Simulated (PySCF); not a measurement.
diphosphane (H4P2), SMILES PP. The structure is a stationary point at PBE-D3(BJ)/def2-TZVP.

Q: Give the equilibrium geometry at PBE-D3(BJ)/def2-TZVP (PySCF confirms it by a frequency run) as Cartesian coordinates in Å, and its point group. (Estimate from the structure and the level; the computed values follow.)

A: point group C2h.
```xyz
6

P     -1.1171     0.1331     0.0000
P      1.1171    -0.1331     0.0000
H     -1.3102    -0.8511     1.0246
H     -1.3102    -0.8511    -1.0246
H      1.3102     0.8511     1.0246
H      1.3102     0.8511    -1.0246
```
